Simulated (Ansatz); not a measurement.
C3H4AlCl (`Cl[CH2][Al]1[CH]=[CH]1`) from Hartree–Fock to CCSD(T)

Z-matrix (Å, degrees):
```
C
Al 1 1.945
Cl 1 1.816 2 95.1
H 1 1.088 2 117.7 3 112.5
H 1 1.088 2 117.7 3 -112.5
C 2 1.849 1 158.3 3 87.2
C 2 1.849 1 158.3 3 -87.3
H 6 1.089 2 164.3 1 1.3
H 7 1.089 2 164.3 1 -1.3
```

Charge 0, multiplicity 1. Geometry: relaxed with PBE0-D4/def2-TZVP. It is one conformer, not always the lowest. Frozen core, restricted reference, Ansatz. CBS rows extrapolate triple and quadruple zeta; past MP2 they add the triple-zeta difference.

```csv
basis,HF (Eh),MP2 corr.
def2-SVP,-816.95936,-0.58421
def2-TZVPP,-817.33321,-0.74016
def2-QZVPP,-817.35777,-0.79596
```

(1) Estimate the CCSD correlation energy and the (T) correction in each basis where they were run (hartree).

Results:

(1) 
| basis | CCSD corr. | (T) |
| --- | --- | --- |
| def2-SVP | -0.63101 | -0.02265 |
| def2-TZVPP | -0.78316 | -0.03806 |
| CBS(def2) | -0.88029 | as TZ |
